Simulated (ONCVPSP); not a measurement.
Configuration tests for gold (ONCV)

ONCVPSP 4.0.1 input, shortened (lines: element, Z, core and valence counts, functional; n l f; lmax; l rc ep ncon nbas qcut; lloc lpopt rc5 dvloc0; l nproj debl; icmod fcfact rcfact), BLYP, fully relativistic:

```
  Au 79.00   12    2  -106131      upf
    1    0    2.00
    2    0    2.00
    2    1    6.00
    3    0    2.00
    3    1    6.00
    3    2   10.00
    4    0    2.00
    4    1    6.00
    4    2   10.00
    4    3   14.00
    5    0    2.00
    5    1    6.00
    5    2   10.00
    6    0    1.00
    2
    0    2.40    0.00    3    8    2.80
    1    2.20    0.04    4    7    3.60
    2    1.70    0.00    4    9    7.80
    4    5    1.70    0.00
    0    2    2.80
    1    2    1.80
    2    2    1.70
    3    4.00    1.20
```

Open shells are filled in proportion to 2j + 1.

Energies are relative to the spin-unpolarised reference configuration 5d10 6s1; without spin polarisation the order of configurations can differ from experiment.

| valence configuration | charge | ΔE all-electron (eV) | error AE − PS (meV) |
| --- | --- | --- | --- |
| 5d10 6s0 | +1 | 9.484 | +1.9 |
| 5d9 6s1 6p1 | 0 | 7.292 | -31 |

(1) What are ΔE and the potential's error for 5d9 6s0?

(2) What are ΔE and the potential's error for 5d8 6s0?

Levels in the configuration 5d9 6s1 6p1:

```json
{"level": "5d j=5/2", "all-electron (eV)": "-10.141", "pseudo (eV)": "-10.200"}
{"level": "5d j=3/2", "all-electron (eV)": "-11.783", "pseudo (eV)": "-11.854"}
{"level": "6s j=1/2", "all-electron (eV)": "-8.082", "pseudo (eV)": "-8.081"}
{"level": "6p j=3/2", "all-electron (eV)": "-1.870", "pseudo (eV)": "-1.859"}
{"level": "6p j=1/2", "all-electron (eV)": "-2.647", "pseudo (eV)": "-2.632"}
```

Note: ghosts flagged at negative energy: p3/2 at -70.9 eV; GHOST(+) flagged for s at 23.6 eV, p1/2 at 60.4 eV, p3/2 at 88.7 eV. A true bound ghost makes a file unfit for plane-wave use.

Results:

(1) ΔE = 30.617 eV all-electron; the error (AE − PS) is +5.5 meV.

(2) ΔE = 64.373 eV all-electron; the error (AE − PS) is -59 meV.
